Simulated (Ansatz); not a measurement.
Ansatz (a quantum-chemistry and plane-wave program) input (HF/6-31G* with LANL2DZ past Ar): The .json file joins the Basis Set Exchange's 6-31G* for atoms up to Ar and LANL2DZ past it.

Ansatz 0.2 input:
```yaml
crystal:
  periodic: [false, false, false]
  atoms:
    - {symbol: Se, position_ang: [0.18675400, -0.10892700, 0.29877300]}
    - {symbol: F, position_ang: [0.34359100, 1.28005300, -0.63786000]}
    - {symbol: F, position_ang: [-0.95744700, -0.92329400, -0.62791700]}
    - {symbol: H, position_ang: [-0.82493700, 0.49267800, 1.23372100]}
basis:
  gaussian:
    orbitals: 6-31Gs+LANL2DZ.json
hamiltonian:
  xc: {name: HF}
total_charge: 1
relax: {f_tol: 0.003, max_steps: 120}
```

Output:

```
Functional definition: HF
integrals: 0.00 GiB planned
443 factors; integrals over basis functions are off by at most 2.5e-4 eV
mean field: 0.06 GiB planned
mean field evaluation 1: about -5654.9963 eV, gradient 5.9e1 eV
mean field evaluation 2: about -5654.9988 eV, gradient 5.9e1 eV
mean field evaluation 4: about -5661.0704 eV, gradient 2.5e0 eV
mean field evaluation 8: about -5661.1155 eV, gradient 6.4e-4 eV
mean field -5661.11550432 eV, -208.0421575418 hartree, gradient 5.9e-6 eV, S^2 0.000000; 0 other end points of the search recorded, 0 dependent functions left out
the calculation of the forces begins
reference -5661.11550432 eV, -208.0421575418 hartree; 12, 12 occupied and 28, 28 virtual orbitals, 443 factors
relax step   1: F+E_penalty+E_count = -5661.11550432 eV  Δ(F+E_penalty+E_count) = +0.000e0 eV  max|allowed force component| = 9.584e-1 eV/Å  Δτ_max = 0.0000 Å  (30 SCF iters, accepted)
these checks for a lower state are left out or cut short: starts, cluster_reference, orbital_swaps, neighbouring_geometries, increment
integrals: 0.00 GiB planned
443 factors; integrals over basis functions are off by at most 2.5e-4 eV
mean field: 0.06 GiB planned
mean field evaluation 16: about -5661.1529 eV, gradient 2.1e-5 eV
mean field -5661.15293918 eV, -208.0435332474 hartree, gradient 4.8e-5 eV, S^2 0.000000; 0 other end points of the search recorded, 0 dependent functions left out
the calculation of the forces begins
reference -5661.15293918 eV, -208.0435332474 hartree; 12, 12 occupied and 28, 28 virtual orbitals, 443 factors
relax step   2: F+E_penalty+E_count = -5661.15293918 eV  Δ(F+E_penalty+E_count) = -3.743e-2 eV  max|allowed force component| = 4.158e-1 eV/Å  Δτ_max = 0.0240 Å  (23 SCF iters, accepted)
these checks for a lower state are left out or cut short: starts, cluster_reference, orbital_swaps, neighbouring_geometries, increment
integrals: 0.00 GiB planned
443 factors; integrals over basis functions are off by at most 2.5e-4 eV
mean field: 0.06 GiB planned
mean field -5661.15889070 eV, -208.0437519620 hartree, gradient 5.2e-5 eV, S^2 0.000000; 0 other end points of the search recorded, 0 dependent functions left out
the calculation of the forces begins
reference -5661.15889070 eV, -208.0437519620 hartree; 12, 12 occupied and 28, 28 virtual orbitals, 443 factors
relax step   3: F+E_penalty+E_count = -5661.15889070 eV  Δ(F+E_penalty+E_count) = -5.952e-3 eV  max|allowed force component| = 3.227e-2 eV/Å  Δτ_max = 0.0137 Å  (23 SCF iters, accepted)
these checks for a lower state are left out or cut short: starts, cluster_reference, orbital_swaps, neighbouring_geometries, increment
integrals: 0.00 GiB planned
443 factors; integrals over basis functions are off by at most 2.5e-4 eV
mean field: 0.06 GiB planned
mean field -5661.15890959 eV, -208.0437526562 hartree, gradient 5.2e-5 eV, S^2 0.000000; 0 other end points of the search recorded, 0 dependent functions left out
the calculation of the forces begins
reference -5661.15890959 eV, -208.0437526562 hartree; 12, 12 occupied and 28, 28 virtual orbitals, 443 factors
relax step   4: F+E_penalty+E_count = -5661.15890959 eV  Δ(F+E_penalty+E_count) = -1.889e-5 eV  max|allowed force component| = 1.295e-2 eV/Å  Δτ_max = 0.0016 Å  (26 SCF iters, accepted)
these checks for a lower state are left out or cut short: starts, cluster_reference, orbital_swaps, neighbouring_geometries, increment
integrals: 0.00 GiB planned
443 factors; integrals over basis functions are off by at most 2.5e-4 eV
mean field: 0.06 GiB planned
mean field evaluation 32: about -5661.1589 eV, gradient 6.1e-2 eV
mean field -5661.15891918 eV, -208.0437530087 hartree, gradient 3.1e-5 eV, S^2 0.000000; 0 other end points of the search recorded, 0 dependent functions left out
the calculation of the forces begins
reference -5661.15891918 eV, -208.0437530087 hartree; 12, 12 occupied and 28, 28 virtual orbitals, 443 factors
relax step   5: F+E_penalty+E_count = -5661.15891918 eV  Δ(F+E_penalty+E_count) = -9.591e-6 eV  max|allowed force component| = 4.844e-4 eV/Å  Δτ_max = 0.0008 Å  (18 SCF iters, accepted)
integrals: 0.00 GiB planned
443 factors; integrals over basis functions are off by at most 2.5e-4 eV
mean field: 0.06 GiB planned
mean field -5661.15891918 eV, -208.0437530087 hartree, gradient 3.1e-5 eV, S^2 0.000000; 1 other end points of the search recorded, 0 dependent functions left out
the calculation of the forces begins
reference -5661.15891918 eV, -208.0437530087 hartree; 12, 12 occupied and 28, 28 virtual orbitals, 443 factors
Total energy: -5661.15891918 eV, -208.0437530087 hartree
Atom 0 at     0.177138    -0.103201     0.309443 Å, force    -0.000429     0.000251    -0.000484 eV/Å
Atom 1 at     0.323737     1.248641    -0.636168 Å, force     0.000227     0.000059     0.000337 eV/Å
Atom 2 at    -0.939523    -0.890728    -0.626514 Å, force     0.000059    -0.000225     0.000339 eV/Å
Atom 3 at    -0.813390     0.485798     1.219957 Å, force     0.000143    -0.000085    -0.000192 eV/Å
Dipole moment:     0.121765    -0.068418     0.771764 e Å
```

The dipole moment of an ion depends on the origin.

The geometry given is a B3LYP-D3(BJ)/def2-TZVP minimum.
